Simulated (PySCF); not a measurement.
A side-by-side comparison of computed properties.

First species: C₈H₁₂NP.
SMILES: `Cc1cpc(C)n1C1CC1`

Second species: C8H12NP.
SMILES with atom numbers: `[CH3:1][c:2]1[cH:3][p:4][cH:5][n:6]1[CH:7]1[CH2:8][CH2:9][CH2:10]1` (hydrogens: H11, H12, H13 on C1; H14 on C3; H15 on C5; H16 on C7; H17, H18 on C8; H19, H20 on C9; H21, H22 on C10)

Levels: PBE0/pcSseg-1 for dipole moment, HOMO energy, LUMO energy and HOMO–LUMO gap; GFN2-xTB for rotational constant A and rotational constant C. Geometries: GFN2-xTB. Each species is one conformer at its optimised geometry, gas phase, non-relativistic unless stated; the electronic structure was computed with PySCF and density fitting.

Dipoles, sizes and rotational constants follow the conformer. The torsions of the flexible species, by atom-mapped SMILES:
- `[CH3:1][c:2]1[cH:3][p:4][c:5]([CH3:6])[n:7]1[CH:8]1[CH2:9][CH2:10]1`: C5–N7–C8–C9 -131°
- `[CH3:1][c:2]1[cH:3][p:4][cH:5][n:6]1[CH:7]1[CH2:8][CH2:9][CH2:10]1`: C5–N6–C7–C8 18°

Values for the first species:

* Dipole moment: 4.30 D
* HOMO energy: -5.73 eV
* LUMO energy: 0.10 eV
* HOMO–LUMO gap: 5.83 eV
* Rotational constant A: 1.711 GHz
* Rotational constant C: 0.706 GHz

Problem. Estimate the same properties for the second species, and the change in each.

Solution. 
| property | first | second | second less first |
| --- | --- | --- | --- |
| dipole moment | 4.30 D | 4.45 D | +0.15 D |
| HOMO energy | -5.73 eV | -5.95 eV | -0.22 eV |
| LUMO energy | 0.10 eV | 0.11 eV | +0.01 eV |
| HOMO–LUMO gap | 5.83 eV | 6.06 eV | +0.23 eV |
| rotational constant A | 1.711 GHz | 2.196 GHz | +0.485 GHz |
| rotational constant C | 0.706 GHz | 0.635 GHz | -0.071 GHz |

On the first: The dipole equals about 14.3 × 10⁻³⁰ C·m (1 D = 3.33564 × 10⁻³⁰ C·m).

On the second: A dipole of 4.45 D is allowed in C1, and pure rotational transitions are dipole-allowed. The dipole matches unit charges of opposite sign 0.93 Å apart (1 e·Å = 4.8032 D).
